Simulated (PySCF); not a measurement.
Computed shifts of a molecule C₄H₆BFO, B3LYP/pcSseg-1 run with PySCF, GIAO, gas phase, equivalent atoms averaged, in ppm (number of nuclei): ¹³C: 120.4 (1), 89.2 (1), 64.0 (1), 8.4 (1). ¹⁹F: -46.2 (1). ¹H: 3.92 (2), 2.43 (3), 0.13 (1). References: ¹³C against TMS (σ = 181.3 ppm); ¹¹B against BF3 (σ = 86.3 ppm); ¹⁹F against CFCl3 (σ = 161.7 ppm); ¹⁷O against H2O (σ = 333.8 ppm); ¹H against TMS (σ = 31.68 ppm), references at their B3LYP-D3(BJ)/def2-TZVP geometries, non-relativistic. Geometry optimised at B3LYP-D3(BJ)/def2-SVP. One conformer was computed; it need not be the lowest.

Pick the molecule that these values belong to.
(A) C=C=CB(F)OC
(B) CC#CB(F)CO
(C) COC1=CB(F)C1
(D) C=C=C(C)B(O)F

B, CC#CB(F)CO
